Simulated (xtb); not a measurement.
Job for xtb: GFN1-xTB on H3ISi (SMILES [SiH3]I).

```
$ xtb mol.xyz --gfn 1 --sp --chrg 0 --uhf 0
5

Si     0.20331064    -1.37407707     1.33719304
I     -0.54154177     0.91006252     0.81056812
H      0.36378712    -2.10872982     0.06698413
H     -0.82273715    -2.01560807     2.18061796
H      1.48993111    -1.29052714     2.05362554
```

Program output:

```
[...]
           -------------------------------------------------
          |                Calculation Setup                |
           -------------------------------------------------



           -------------------------------------------------
          |                 G F N 1 - x T B                 |
           -------------------------------------------------

        Reference                      10.1021/acs.jctc.7b00118
      * Hamiltonian:
        H0-scaling (s, p, d)           1.850000    2.250000    2.000000
        zeta-weighting                 0.000000
      * Dispersion:
        s8                             2.400000
        a1                             0.630000
        a2                             5.000000
        s9                             0.000000
      * Repulsion:
        kExp                           1.500000
        rExp                           1.000000
      * Coulomb:
        alpha                          2.000000
        third order                    atomic
        anisotropic                    false
      * Halogen bond correction:
        rad-scale                      1.300000
        damping                        0.440000


          ...................................................
          :                      SETUP                      :
          :.................................................:
          :  # basis functions                  26          :
          :  # atomic orbitals                  24          :
          :  # shells                           12          :
          :  # electrons                        14          :
          :  # halogen bonds                     0          :
          :  max. iterations                   250          :
          :  Hamiltonian                  GFN1-xTB          :
          :  restarted?                      false          :
          :  GBSA solvation                  false          :
          :  PC potential                    false          :
          :  electronic temp.          300.0000000     K    :
          :  accuracy                    1.0000000          :
          :  -> integral cutoff          0.2500000E+02      :
          :  -> integral neglect         0.1000000E-07      :
          :  -> SCF convergence          0.1000000E-05 Eh   :
          :  -> wf. convergence          0.2000000E-04 e    :
          :  Broyden damping             0.4000000          :
          :  net charge                          0          :
          :  unpaired electrons                  0          :
          ...................................................

 iter      E             dE          RMSdq      gap      omega  full diag
   1     -7.3635236 -0.736352E+01  0.668E+00    4.41       0.0  T
   2     -7.4801506 -0.116627E+00  0.334E+00    6.41       1.0  T
   3     -7.5211928 -0.410422E-01  0.164E+00    6.02       1.0  T
   4     -7.5192552  0.193759E-02  0.644E-01    5.87       1.0  T
   5     -7.5208755 -0.162033E-02  0.321E-01    6.15       1.0  T
   6     -7.5216024 -0.726913E-03  0.162E-02    6.05       2.8  T
   7     -7.5216028 -0.388166E-06  0.102E-02    6.05       4.4  T
   8     -7.5216033 -0.470631E-06  0.233E-03    6.05      19.2  T
   9     -7.5216033 -0.244188E-07  0.799E-04    6.05      56.0  T
  10     -7.5216033 -0.362236E-08  0.226E-05    6.05    1981.3  T
  11     -7.5216033 -0.282885E-11  0.762E-08    6.05  100000.0  T

   *** convergence criteria satisfied after 11 iterations ***

         #    Occupation            Energy/Eh            Energy/eV
      -------------------------------------------------------------
         1        2.0000           -0.8836475             -24.0453
         2        2.0000           -0.6183821             -16.8270
         3        2.0000           -0.4701315             -12.7929
         4        2.0000           -0.4700103             -12.7896
         5        2.0000           -0.4593246             -12.4989
         6        2.0000           -0.4352739             -11.8444
         7        2.0000           -0.4351947             -11.8423 (HOMO)
         8                         -0.2129257              -5.7940 (LUMO)
         9                         -0.1775813              -4.8322
        10                         -0.1771801              -4.8213
        11                         -0.1048672              -2.8536
        12                         -0.1047527              -2.8505
       ...                                ...                  ...
        24                          1.3393451              36.4454
      -------------------------------------------------------------
                  HL-Gap            0.2222689 Eh            6.0482 eV
             Fermi-level           -0.3240602 Eh           -8.8181 eV

 SCC (total)                   0 d,  0 h,  0 min,  0.014 sec
 SCC setup                      ...        0 min,  0.000 sec (  0.904%)
 Dispersion                     ...        0 min,  0.000 sec (  0.261%)
 classical contributions        ...        0 min,  0.000 sec (  0.125%)
 integral evaluation            ...        0 min,  0.007 sec ( 48.553%)
 iterations                     ...        0 min,  0.003 sec ( 22.575%)
 molecular gradient             ...        0 min,  0.004 sec ( 25.826%)
 printout                       ...        0 min,  0.000 sec (  1.560%)

         :::::::::::::::::::::::::::::::::::::::::::::::::::::
         ::                     SUMMARY                     ::
         :::::::::::::::::::::::::::::::::::::::::::::::::::::
         :: total energy              -7.484565201681 Eh    ::
         :: gradient norm              0.022057328296 Eh/a0 ::
         :: HOMO-LUMO gap              6.048245517939 eV    ::
         ::.................................................::
         :: SCC energy                -7.521603334288 Eh    ::
         :: -> electrostatic           0.002168815227 Eh    ::
         :: repulsion energy           0.038376026229 Eh    ::
         :: dispersion energy         -0.001337893622 Eh    ::
         :: halogen bond corr.         0.000000000000 Eh    ::
         :: add. restraining           0.000000000000 Eh    ::
         :: total charge               0.000000000000 e     ::
         :::::::::::::::::::::::::::::::::::::::::::::::::::::

           -------------------------------------------------
          |                Property Printout                |
           -------------------------------------------------

    * Orbital Energies and Occupations

         #    Occupation            Energy/Eh            Energy/eV
      -------------------------------------------------------------
         1        2.0000           -0.8836475             -24.0453
         2        2.0000           -0.6183821             -16.8270
         3        2.0000           -0.4701315             -12.7929
         4        2.0000           -0.4700103             -12.7896
         5        2.0000           -0.4593246             -12.4989
         6        2.0000           -0.4352739             -11.8444
         7        2.0000           -0.4351947             -11.8423 (HOMO)
         8                         -0.2129257              -5.7940 (LUMO)
         9                         -0.1775813              -4.8322
        10                         -0.1771801              -4.8213
        11                         -0.1048672              -2.8536
        12                         -0.1047527              -2.8505
        13                         -0.0882703              -2.4020
        14                         -0.0673339              -1.8322
        15                         -0.0672112              -1.8289
        16                         -0.0553229              -1.5054
        17                         -0.0551759              -1.5014
Note: The following floating-point exceptions are signalling: IEEE_DENORMAL
normal termination of xtb
        18                         -0.0455473              -1.2394
       ...                                ...                  ...
        24                          1.3393451              36.4454
      -------------------------------------------------------------
                  HL-Gap            0.2222689 Eh            6.0482 eV
             Fermi-level           -0.3240602 Eh           -8.8181 eV

  Mulliken/CM5 charges         n(s)   n(p)   n(d)
     1Si    0.23277 -0.07455   1.282  1.842  0.643
     2I    -0.00736  0.05389   1.984  5.036 -0.012
     3H    -0.07545  0.00643   1.075  0.000  0.000
     4H    -0.07498  0.00711   1.075  0.000  0.000
     5H    -0.07498  0.00712   1.075  0.000  0.000

Wiberg/Mayer (AO) data.
largest (>0.10) Wiberg bond orders for each atom

 ---------------------------------------------------------------------------
     #   Z sym  total        # sym  WBO       # sym  WBO       # sym  WBO
 ---------------------------------------------------------------------------
     1  14 Si   4.282 --     2 I    1.480     3 H    0.934     5 H    0.934
                             4 H    0.934
     2  53 I    1.543 --     1 Si   1.480
     3   1 H    0.991 --     1 Si   0.934
     4   1 H    0.991 --     1 Si   0.934
     5   1 H    0.991 --     1 Si   0.934
 ---------------------------------------------------------------------------

Topologies differ in total number of bonds
Writing topology from bond orders to xtbtopo.mol

 dipole moment from electron density (au)
     X       Y       Z
   0.0346  -0.1049   0.0310  total (Debye):    0.292


           -------------------------------------------------
          | TOTAL ENERGY               -7.484565201681 Eh   |
          | GRADIENT NORM               0.022057328296 Eh/α |
          | HOMO-LUMO GAP               6.048245517939 eV   |
           -------------------------------------------------

------------------------------------------------------------------------
------------------------------------------------------------------------
 total:
 SCF:
```

The run finished.

Cost: around 0.03 core-seconds (rough).
